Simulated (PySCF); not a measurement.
ClGa, triplet, geometry from GFN2-xTB (such geometries of metal compounds can be far from the true shape) (the spin is typed, not shown lowest), with bond 2-1 at 1.5 times its length; PBE0/def2-SVP in PySCF.

Input for PySCF:
```python
from pyscf import gto, scf, dft

mol = gto.M(
    atom='''
Ga   -0.00000000   -0.00000000   -0.78750881
Cl    0.00000000    0.00000000    2.54782263
''',
    basis='def2-svp',
    spin=2,
    verbose=4,
)

mf = dft.UKS(mol)
mf.xc = 'pbe0'
mf.kernel()
mo_i, mo_e, stable_i, stable_e = mf.stability(internal=True, external=False, return_status=True, nroots=6, tol=1e-6)
print('internally stable:', stable_i, ' externally stable:', stable_e)
if not stable_i:
    umf = mf.copy()
    umf.scf_summary = {}
    umf.kernel(umf.make_rdm1(mo_i, mf.mo_occ))
```

**Question.** Write the output that PySCF gives for this input, abridged.

**Answer.** 
```
PySCF version 2.14.0

[INPUT] verbose = 4
[INPUT] num. atoms = 2
[INPUT] num. electrons = 48
[INPUT] charge = 0
[INPUT] spin (= nelec alpha-beta = 2S) = 2
[INPUT] symmetry False subgroup None
[INPUT] Mole.unit = angstrom
[INPUT] Symbol           X                Y                Z      unit          X                Y                Z       unit  Magmom
[INPUT]  1 Ga     0.000000000000   0.000000000000  -0.787508810000 AA    0.000000000000   0.000000000000  -1.488175971582 Bohr   0.0
[INPUT]  2 Cl     0.000000000000   0.000000000000   2.547822630000 AA    0.000000000000   0.000000000000   4.814686984669 Bohr   0.0

nuclear repulsion = 83.6127968604044
number of shells = 20
number of NR pGTOs = 110
number of NR cGTOs = 50
basis = def2-svp
ecp = {}

******** <class 'pyscf.dft.uks.UKS'> ********
method = UKS
initial guess = minao
damping factor = 0
level_shift factor = 0
DIIS = <class 'pyscf.scf.diis.CDIIS'>
diis_start_cycle = 1
diis_space = 8
diis_damp = 0
SCF conv_tol = 1e-09
SCF conv_tol_grad = None
SCF max_cycles = 50
direct_scf = True
direct_scf_tol = 1e-13
number electrons alpha = 25  beta = 23
XC library pyscf.dft.libxc version 7.1.2
    S. Lehtola, C. Steigemann, M. J. T. Oliveira, and M. A. L. Marques,  SoftwareX 7, 1–5 (2018)
XC functionals = pbe0
    C. Adamo and V. Barone,  J. Chem. Phys. 110, 6158 (1999)
    M. Ernzerhof and G. E. Scuseria,  J. Chem. Phys. 110, 5029 (1999)
radial grids:
    Treutler-Ahlrichs [JCP 102, 346 (1995); DOI:10.1063/1.469408] (M4) radial grids

becke partition: Becke, JCP 88, 2547 (1988); DOI:10.1063/1.454033
pruning grids: <function nwchem_prune>
grids dens level: 3
symmetrized grids: False
atomic radii adjust function: <function treutler_atomic_radii_adjust>
small_rho_cutoff = 0
Set gradient conv threshold to 3.16228e-05
tot grids = 39784
init E= -2383.50230847235

cycle= 1 E= -2383.99316586857  delta_E= -0.491  |g|= 0.41  |ddm|= 1.29

cycle= 2 E= -2380.38669450364  delta_E= 3.61  |g|= 1.69  |ddm|= 2.48

cycle= 3 E= -2384.12315356412  delta_E= -3.74  |g|= 0.201  |ddm|= 2.18

cycle= 4 E= -2384.13008377073  delta_E= -0.00693  |g|= 0.146  |ddm|= 0.541

cycle= 5 E= -2384.14503110636  delta_E= -0.0149  |g|= 0.0651  |ddm|= 0.15

cycle= 6 E= -2384.14918415713  delta_E= -0.00415  |g|= 0.00843  |ddm|= 0.148

cycle= 7 E= -2384.1492451197  delta_E= -6.1e-05  |g|= 0.00175  |ddm|= 0.0194

cycle= 8 E= -2384.1492475952  delta_E= -2.48e-06  |g|= 0.000581  |ddm|= 0.00392

cycle= 9 E= -2384.14924800499  delta_E= -4.1e-07  |g|= 0.000132  |ddm|= 0.00152

cycle= 10 E= -2384.14924803765  delta_E= -3.27e-08  |g|= 6.72e-05  |ddm|= 0.000476

cycle= 11 E= -2384.1492480498  delta_E= -1.21e-08  |g|= 1.86e-05  |ddm|= 0.000277

cycle= 12 E= -2384.14924805116  delta_E= -1.36e-09  |g|= 3.08e-06  |ddm|= 0.000112

cycle= 13 E= -2384.14924805118  delta_E= -2.36e-11  |g|= 9.69e-07  |ddm|= 1.44e-05

Extra cycle  E= -2384.14924805118  delta_E= -9.09e-13  |g|= 7.64e-07  |ddm|= 3.05e-06
converged SCF energy = -2384.14924805118  <S^2> = 2.0081139  2S+1 = 3.0054044
uhf_internal: lowest eigs of H = [-3.86893198e-03 -3.38883036e-04  9.41640860e-07  2.22088786e-02
  1.79337135e-01  2.87762716e-01]
<class 'pyscf.dft.uks.UKS'> wavefunction has an internal instability
internally stable: False  externally stable: None

******** <class 'pyscf.dft.uks.UKS'> ********
method = UKS
initial guess = minao
damping factor = 0
level_shift factor = 0
DIIS = <class 'pyscf.scf.diis.CDIIS'>
diis_start_cycle = 1
diis_space = 8
diis_damp = 0
SCF conv_tol = 1e-09
SCF conv_tol_grad = None
SCF max_cycles = 50
direct_scf = True
direct_scf_tol = 1e-13
number electrons alpha = 25  beta = 23
XC library pyscf.dft.libxc version 7.1.2
    S. Lehtola, C. Steigemann, M. J. T. Oliveira, and M. A. L. Marques,  SoftwareX 7, 1–5 (2018)
XC functionals = pbe0
    C. Adamo and V. Barone,  J. Chem. Phys. 110, 6158 (1999)
    M. Ernzerhof and G. E. Scuseria,  J. Chem. Phys. 110, 5029 (1999)
radial grids:
    Treutler-Ahlrichs [JCP 102, 346 (1995); DOI:10.1063/1.469408] (M4) radial grids

becke partition: Becke, JCP 88, 2547 (1988); DOI:10.1063/1.454033
pruning grids: <function nwchem_prune>
grids dens level: 3
symmetrized grids: False
atomic radii adjust function: <function treutler_atomic_radii_adjust>
small_rho_cutoff = 0
Set gradient conv threshold to 3.16228e-05
init E= -2384.14471293572

cycle= 1 E= -2384.14912528203  delta_E= -0.00441  |g|= 0.0271  |ddm|= 0.152

cycle= 2 E= -2384.1492670447  delta_E= -0.000142  |g|= 0.0291  |ddm|= 0.0747

cycle= 3 E= -2384.14954535634  delta_E= -0.000278  |g|= 0.00366  |ddm|= 0.0305

cycle= 4 E= -2384.14956760359  delta_E= -2.22e-05  |g|= 0.00163  |ddm|= 0.0112

cycle= 5 E= -2384.14958691754  delta_E= -1.93e-05  |g|= 0.0011  |ddm|= 0.0115

cycle= 6 E= -2384.14961694988  delta_E= -3e-05  |g|= 0.000801  |ddm|= 0.0236

cycle= 7 E= -2384.14963729762  delta_E= -2.03e-05  |g|= 0.000578  |ddm|= 0.0237

cycle= 8 E= -2384.14964852807  delta_E= -1.12e-05  |g|= 0.000484  |ddm|= 0.02

cycle= 9 E= -2384.14965237712  delta_E= -3.85e-06  |g|= 0.000427  |ddm|= 0.00845

cycle= 10 E= -2384.14965539144  delta_E= -3.01e-06  |g|= 0.000414  |ddm|= 0.00563

cycle= 11 E= -2384.14966500233  delta_E= -9.61e-06  |g|= 0.000365  |ddm|= 0.0185

cycle= 12 E= -2384.14969084502  delta_E= -2.58e-05  |g|= 0.000599  |ddm|= 0.0778

cycle= 13 E= -2384.14968975904  delta_E= 1.09e-06  |g|= 0.000439  |ddm|= 0.00633

cycle= 14 E= -2384.14969374125  delta_E= -3.98e-06  |g|= 0.000668  |ddm|= 0.0277

cycle= 15 E= -2384.14969377068  delta_E= -2.94e-08  |g|= 0.000364  |ddm|= 0.00251

cycle= 16 E= -2384.14969518256  delta_E= -1.41e-06  |g|= 0.0004  |ddm|= 0.0216

cycle= 17 E= -2384.14969545153  delta_E= -2.69e-07  |g|= 0.000172  |ddm|= 0.00397

cycle= 18 E= -2384.14969553417  delta_E= -8.26e-08  |g|= 2.62e-05  |ddm|= 0.00132

cycle= 19 E= -2384.14969556836  delta_E= -3.42e-08  |g|= 4.39e-05  |ddm|= 0.00305

cycle= 20 E= -2384.14969557974  delta_E= -1.14e-08  |g|= 8.28e-06  |ddm|= 0.000921

cycle= 21 E= -2384.14969558201  delta_E= -2.27e-09  |g|= 3.15e-06  |ddm|= 0.000496

cycle= 22 E= -2384.14969558205  delta_E= -4e-11  |g|= 1.16e-06  |ddm|= 5.7e-05

Extra cycle  E= -2384.14969558205  delta_E= -9.09e-13  |g|= 9.63e-07  |ddm|= 2.4e-06
converged SCF energy = -2384.14969558205  <S^2> = 2.005963  2S+1 = 3.0039727
```
